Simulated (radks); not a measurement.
Species: Eu4+. Configuration: [Kr] 4d10 4f5 5s1.75 5p6 6p0.25 (fractional occupations, a model configuration). Method: Dirac Kohn-Sham, BLYP, spin-unpolarised, spherical densities, point nucleus; open shells fill j = l - 1/2 first; computed with a radial shooting solver on a logarithmic mesh with Libxc functionals. Some entries of the table are withheld. Estimate them.

orbital  occ.  eigenvalue (eV)  <r^2> (bohr^2)  <r> (bohr)
1s1/2       2        -48381.24       0.0006791     0.02231
2s1/2       2        -7986.718         0.01062     0.09459
2p1/2       2        -7579.537        0.007724     0.07907
2p3/2       4        -6931.340        0.008963     0.08580
3s1/2       2        -1801.438         0.07109      0.2492
3p1/2       2        -1625.680         0.06635      0.2388
3p3/2       4        -1493.609         0.07348      0.2517
3d3/2       4        -1189.468         0.05889      0.2236
3d5/2       6        -1160.744         0.06089      0.2276
4s1/2       2        -401.4022          0.3594      0.5643
4p1/2       2              (1)          0.3785      0.5767
4p3/2       4              (2)          0.4169      0.6055
4d3/2       4        -191.8561          0.4773      0.6417
4d5/2       6        -186.5124          0.4921      0.6517
5s1/2    1.75         -90.4227           1.932       1.314
5p1/2       2         -70.5894           2.336       1.441
5p3/2       4         -65.8643           2.579       1.514
4f5/2       5         -54.7251             (3)      0.8166
4f7/2       0         -53.9845             (4)      0.8244
5d3/2       0         -38.4812           4.343       1.954
5d5/2       0         -37.9222           4.466       1.982
6s1/2       0         -32.6412           9.208       2.881
6p1/2    0.25         -27.0550           11.55         (5)
6p3/2       0         -26.0161           12.40         (6)
5f5/2       0         -17.5757           14.14       3.535
5f7/2       0         -17.5357           14.23       3.547

Answer. 
(1) 4p1/2 eigenvalue (eV): -333.4120
(2) 4p3/2 eigenvalue (eV): -303.9319
(3) 4f5/2 <r^2> (bohr^2): 0.8352
(4) 4f7/2 <r^2> (bohr^2): 0.8517
(5) 6p1/2 <r> (bohr): 3.222
(6) 6p3/2 <r> (bohr): 3.340
